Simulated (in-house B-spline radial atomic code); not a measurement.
## Gd5+: 2s2 2p6 3s2 3p6 3d10 4s2 4p6 4d10 4f7 5s2 5p6 (with a hole in an inner shell)

Level of theory: Dirac-Hartree-Fock, average of configuration, Fermi nucleus of rms radius 5.1569 fm; calculated with a radial B-spline atomic code at the basis-set limit.

Z_r = [3n² - l(l+1)]/(2<r>); Z_e = n√(-2ε); the last column is Slater's effective charge. Values are occupation-weighted means over j. An effective charge above Z reflects the relativistic contraction of the inner shells.

| shell | electrons | ε (eV) | <r> (bohr) | Z_r | Z_e | Slater |
| --- | --- | --- | --- | --- | --- | --- |
| 2s | 2 | -9002.1 | 0.09065 | 66.19 | 51.44 | 61.55 |
| 2p | 6 | -8170.1 | 0.07956 | 62.84 | 49.01 | 61.55 |
| 3s | 2 | -2125.4 | 0.2363 | 57.14 | 37.50 | 54.75 |
| 3p | 6 | -1843.9 | 0.2329 | 53.67 | 34.92 | 54.75 |
| 3d | 10 | -1430.2 | 0.2117 | 49.60 | 30.76 | 44.85 |
| 4s | 2 | -508.74 | 0.5331 | 45.02 | 24.46 | 38.25 |
| 4p | 6 | -408.8 | 0.5578 | 41.23 | 21.93 | 38.25 |
| 4d | 10 | -256.06 | 0.6011 | 34.93 | 17.35 | 26.85 |
| 5s | 2 | -124.09 | 1.246 | 30.09 | 15.10 | 14.30 |
| 5p | 6 | -93.655 | 1.385 | 26.34 | 13.12 | 14.30 |
| 4f | 7 | -92.043 | 0.7125 | 25.26 | 10.40 | 17.90 |

The least bound orbital is 5p3/2 at -91.57 eV, and it is also the most diffuse (<r> = 1.408 bohr).

Spin-orbit splittings of the orbital energies (j = l + 1/2 above j = l - 1/2 when positive): 2p 775.4 eV, 3p 164.1 eV, 3d 36.67 eV, 4p 37.54 eV, 4d 7.239 eV, 5p 6.266 eV, 4f 1.071 eV.
